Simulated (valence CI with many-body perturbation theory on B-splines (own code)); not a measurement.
# Tm29+: magnetic and hyperfine properties of the levels

Calculated by relativistic CI+MBPT: four valence electrons over a frozen Dirac-Fock core [Kr], radial functions for each j: 9 s, 9 p, 10 d, 8 f, 5 g, 3 h, 1 i, with the one-electron correlation potential Σ1 (screened to all orders), the two-electron term Σ2, the three-electron term Σ3, Breit, model QED; selected single and double excitations, second order for the rest (own B-spline code, finite nucleus).

No measured spectrum was set against this ion. As an estimate, large intervals hold to a few tenths of a per cent, small ones and those within an open d or f shell to about a per cent. Only levels of the ground parity were solved; by the run's estimate the other parity begins above the list, which can be wrong where configurations are misplaced.

A/g_I is the dipole constant over the nuclear g factor μ/I (μ in nuclear magnetons, uniformly magnetised nucleus), B/Q the quadrupole constant per barn. Both hold the static response of the core; the bare values leave it out. Large factors of s and p1/2 electrons are usually good to 5 to 10 %; those of open d and f shells near neutrality can be off by tens of per cent, and small factors of p3/2, d and f electrons come from cancelling terms and can be off by a factor of two or in sign, in half-filled shells by more. B is blank for J = 1/2, where it vanishes, and for nearly pure S terms. Energies count from the lowest level. Levels with J = 0 are left out.

Levels are named by their leading jj configuration (3d3/2^4 stands for four electrons in 3d with j = 3/2), which in mixed levels can hold well under half, so a name can repeat and another be missing. Letters in brackets count levels of one name in rising energy.

| Level | E (cm⁻¹) | g | A/g_I (MHz) | A/g_I bare | B/Q (MHz/b) | B/Q bare |
| --- | --- | --- | --- | --- | --- | --- |
| (4d3/2^3 4d5/2) J=1 | 72193 | 1.497 | -1490 | -675 | 3960 | 3780 |
| (4d3/2^3 4d5/2) J=2 | 104540 | 1.311 | 5680 | 6090 | 7400 | 7100 |
| (4d3/2^3 4d5/2) J=4 | 107430 | 1.102 | 10800 | 10800 | -75.8 | -150 |
| (4d3/2^3 4d5/2) J=3 | 116010 | 1.210 | 8900 | 9100 | 4800 | 4590 |
| (4d3/2^2 4d5/2^2) J=4 [a] | 178600 | 1.159 | 8720 | 8820 | -4480 | -4350 |
| (4d3/2^2 4d5/2^2) J=2 [a] | 179360 | 1.131 | 5240 | 5330 | 7840 | 7540 |
| (4d3/2^2 4d5/2^2) J=3 [a] | 183530 | 1.107 | 8110 | 8120 | 1800 | 1720 |
| (4d3/2^2 4d5/2^2) J=5 | 196710 | 1.082 | 10100 | 10100 | 9670 | 9270 |
| (4d3/2^2 4d5/2^2) J=1 | 203970 | 1.163 | 10800 | 10900 | 669 | 621 |
| (4d3/2^2 4d5/2^2) J=6 | 206250 | 1.085 | 10700 | 10600 | 11500 | 11000 |
| (4d3/2^2 4d5/2^2) J=4 [b] | 217670 | 1.032 | 11600 | 11500 | -3940 | -3750 |
| (4d3/2^2 4d5/2^2) J=3 [b] | 218310 | 1.115 | 11000 | 11000 | 3510 | 3370 |
| (4d3/2^2 4d5/2^2) J=2 [b] | 220730 | 1.106 | 10000 | 10000 | 3500 | 3350 |
| (4d3/2^2 4d5/2^2) J=2 [c] | 253990 | 1.012 | 13900 | 13700 | -1170 | -1150 |
| (4d3/2^2 4d5/2^2) J=4 [c] | 259320 | 1.230 | 7260 | 7510 | 13800 | 13200 |
| (4d3/2 4d5/2^3) J=3 [a] | 283550 | 1.150 | 6270 | 6380 | 1270 | 1250 |
| (4d3/2 4d5/2^3) J=4 [a] | 286890 | 1.109 | 7990 | 8010 | -3260 | -3140 |
| (4d3/2^2 4d5/2^2) J=2 [d] | 292230 | 1.235 | 8580 | 8820 | -3670 | -3490 |
| (4d3/2 4d5/2^3) J=1 [a] | 296850 | 0.887 | 11400 | 11000 | 4520 | 4320 |
| (4d3/2 4d5/2^3) J=5 | 298330 | 1.145 | 8680 | 8760 | -6570 | -6330 |
| (4d3/2 4d5/2^3) J=6 | 302460 | 1.076 | 10100 | 10000 | 13500 | 13000 |
| (4d3/2 4d5/2^3) J=2 [a] | 321730 | 1.032 | 11500 | 11400 | 9340 | 8930 |
| (4d3/2 4d5/2^3) J=3 [b] | 326380 | 1.089 | 9810 | 9770 | 4390 | 4260 |
| (4d3/2 4d5/2^3) J=3 [c] | 362690 | 1.062 | 10900 | 10800 | 14600 | 13900 |
| (4d3/2 4d5/2^3) J=1 [b] | 363090 | 1.443 | 1460 | 2150 | -6630 | -6350 |
| (4d3/2 4d5/2^3) J=4 [b] | 368490 | 1.039 | 11100 | 10900 | 13400 | 12900 |
| (4d3/2 4d5/2^3) J=2 [b] | 376030 | 1.111 | 9940 | 9950 | -13600 | -13000 |
| (4d5/2^4) J=4 | 404270 | 1.160 | 7350 | 7460 | -12700 | -12100 |
| (4d5/2^4) J=2 | 437560 | 1.039 | 8390 | 8280 | 3700 | 3550 |

(1) Take the isotope of mass number 169, with I = 1/2, μ = -0.231 μN. What is the hyperfine structure of (4d3/2^3 4d5/2) J=4?

Answers

(1) From the table A = -5010 MHz. Shifts from the centre of gravity in MHz: F = 7/2: 12500, F = 9/2: -10000.
